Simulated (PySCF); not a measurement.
## C₈H₉FSi: full NMR table

```yaml
Formula: C8H9FSi
SMILES: C#C[Si@](F)(C#CC)C(=C)C
Point_group_of_the_computed_structure: C1
Degrees_of_unsaturation: 5
Carbon_signals: 8
Proton_signals: 5
```

Molfile (atoms numbered from 1):
```
C8H9FSi
     RDKit          3D

 19 18  0  0  0  0  0  0  0  0999 V2000
   -1.0543    2.9687   -1.5534 C   0  0  0  0  0  0  0  0  0  0  0  0
   -0.8219    2.1403   -0.7147 C   0  0  0  0  0  0  0  0  0  0  0  0
   -0.4791    0.8223    0.5401 Si  0  0  2  0  0  4  0  0  0  0  0  0
   -0.7693    1.4628    2.0005 F   0  0  0  0  0  0  0  0  0  0  0  0
    1.3023    0.3527    0.4765 C   0  0  0  0  0  0  0  0  0  0  0  0
    2.4674    0.0505    0.4215 C   0  0  0  0  0  0  0  0  0  0  0  0
    3.8662   -0.3030    0.3649 C   0  0  0  0  0  0  0  0  0  0  0  0
   -1.6347   -0.6497    0.2966 C   0  0  0  0  0  0  0  0  0  0  0  0
   -2.4806   -1.0450    1.2388 C   0  0  0  0  0  0  0  0  0  0  0  0
   -1.5551   -1.3454   -1.0291 C   0  0  0  0  0  0  0  0  0  0  0  0
   -1.2567    3.7043   -2.2779 H   0  0  0  0  0  0  0  0  0  0  0  0
    4.0633   -1.1558    1.0141 H   0  0  0  0  0  0  0  0  0  0  0  0
    4.1434   -0.5625   -0.6566 H   0  0  0  0  0  0  0  0  0  0  0  0
    4.4733    0.5401    0.6938 H   0  0  0  0  0  0  0  0  0  0  0  0
   -3.1465   -1.8840    1.0965 H   0  0  0  0  0  0  0  0  0  0  0  0
   -2.5465   -0.5469    2.1917 H   0  0  0  0  0  0  0  0  0  0  0  0
   -2.2412   -2.1890   -1.0749 H   0  0  0  0  0  0  0  0  0  0  0  0
   -0.5411   -1.7030   -1.2055 H   0  0  0  0  0  0  0  0  0  0  0  0
   -1.7986   -0.6482   -1.8304 H   0  0  0  0  0  0  0  0  0  0  0  0
  1  2  3  0
  2  3  1  0
  3  4  1  1
  3  5  1  0
  5  6  3  0
  6  7  1  0
  3  8  1  0
  8  9  2  0
  8 10  1  0
  1 11  1  0
  7 12  1  0
  7 13  1  0
  7 14  1  0
  9 15  1  0
  9 16  1  0
 10 17  1  0
 10 18  1  0
 10 19  1  0
M  END
```

Computed data (PySCF 2.14): shielding tensors at PBE0/pcSseg-1 (GIAO), geometry: GFN2-xTB. Single conformer, relativity neglected, one averaged value for each set of equivalent atoms, no solvent model.

Shifts are taken against calculated references (same method and geometry level): TMS for 1H (σref 31.72) and 13C (σref 186.93) and 29Si (σref 349.16); CFCl3 for 19F (σref 170.95).

| carbon | δC, type | δH (multiplicity) | HMBC from (2–3 bonds) | span of the C tensor (ppm) |
| --- | --- | --- | --- | --- |
| C1 | 101.0, CH | 1.91 (s) | – | 246 |
| C2 | 88.2, C | – | H11 | 289 |
| C5 | 83.6, C | – | H12/H13/H14 | 254 |
| C6 | 112.4, C | – | H12/H13/H14 | 285 |
| C7 | 5.7, CH3 | 2.11 (s) | – | 26 |
| C8 | 148.3, C | – | H15, H16, H17/H18/H19 | 236 |
| C9 | 136.2, CH2 | H15 6.17 (m); H16 5.86 (m) | H17/H18/H19 | 219 |
| C10 | 24.1, CH3 | 2.00 (s) | H15, H16 | 35 |

Other nuclei:
```
atoms  nucleus               environment  δ (ppm)  σ (ppm)
   F4      19F     fluorine bonded to Si   -179.3    350.3
  Si3     29Si  silicon bonded to 3 C, F    -48.7    397.8
```

Carbon types of the structure: 4 × C, 1 × CH, 1 × CH2, 2 × CH3, which accounts for all hydrogens. δC 148.3: fully substituted alkene carbon; an sp2 carbon of a C=C bond. δC 136.2: terminal =CH2 carbon; as expected for a trigonal carbon in a double bond. δC 112.4, 88.2, 83.6: alkyne carbon. δC 101.0: terminal alkyne carbon; sp carbons lie upfield of alkene carbons because the cylindrical π system leaves one tensor component strongly shielded. δH 2.00: hydrogen on an allylic methyl carbon; allylic position.

Splittings by 19F in the carbon and heteronuclear signals aren't shown, as no couplings were computed. Shifts are as computed. Against solution values, carbons near 30 ppm lie about +3 ppm off and those near 130 ppm about +5 ppm. Of 1309 compounds with measured shifts, 239 miss one by over three times the rms of a fit or turn the order of signals round; such compounds aren't used in these exercises. Unscaled 19F shifts against computed CFCl3 carry errors that often reach 10 to 50 ppm. Multiplicities follow the n + 1 count of equivalent neighbours, as no J values were calculated; m marks all less simple cases, F and P coupling included.
